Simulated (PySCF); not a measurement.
From one molecule to another.

First species: C5H12ClFSi2.
SMILES: `C=C(C)[SiH2][C@@](F)(Cl)C[SiH3]`

Second species: C8H14F2.
Structure used (GFN2-xTB), in Å, numbered top down from 1:
```
atom  x, y, z in Å
F1     2.640    0.388   -1.630
C2     2.681    0.110   -0.285
C3     1.267   -0.020    0.285
C4     0.521   -1.155   -0.426
C5    -0.749   -1.593    0.307
C6    -2.022   -0.843   -0.099
C7    -1.838    0.657   -0.341
C8    -0.888    1.328    0.646
F9    -1.279    2.654    0.791
C10    0.565    1.336    0.184
H11    3.231    0.930    0.187
H12    3.242   -0.825   -0.178
H13    1.379   -0.286    1.343
H14    0.289   -0.859   -1.449
H15    1.199   -2.010   -0.484
H16   -0.919   -2.655    0.122
H17   -0.585   -1.484    1.381
H18   -2.422   -1.281   -1.015
H19   -2.767   -0.995    0.685
H20   -2.809    1.148   -0.260
H21   -1.470    0.834   -1.353
H22   -0.985    0.894    1.649
H23    0.599    1.685   -0.850
H24    1.108    2.062    0.796
```

Levels: PBE0/pcSseg-1 for HOMO energy, LUMO energy and HOMO–LUMO gap. Geometries: GFN2-xTB. Each species is one conformer at its optimised geometry, gas phase, non-relativistic unless stated. Electronic properties by PySCF.

Dipoles, sizes and rotational constants follow the conformer. The torsions of the flexible species, by atom-mapped SMILES:
- `[CH2:1]=[C:2]([CH3:3])[SiH2:4][C@@:5]([F:6])([Cl:7])[CH2:8][SiH3:9]`: C1–C2–Si4–C5 -105°, C2–Si4–C5–F6 172°, Si4–C5–C8–Si9 68°

The conformers of `FC[C@@H]1CCCC[C@H](F)C1` aren't listed.

| property | column X | column Y |
| --- | --- | --- |
| HOMO energy | -7.74 eV | -8.74 eV |
| LUMO energy | -0.60 eV | 1.22 eV |
| HOMO–LUMO gap | 7.14 eV | 9.96 eV |

Which column belongs to which species?

Column X is the first species and column Y the second. The first has 21 atoms and 96 electrons, the second 24 and 80.

How does each property change from the first species to the second?

HOMO energy -1.00 eV; LUMO energy +1.82 eV; HOMO–LUMO gap +2.82 eV.

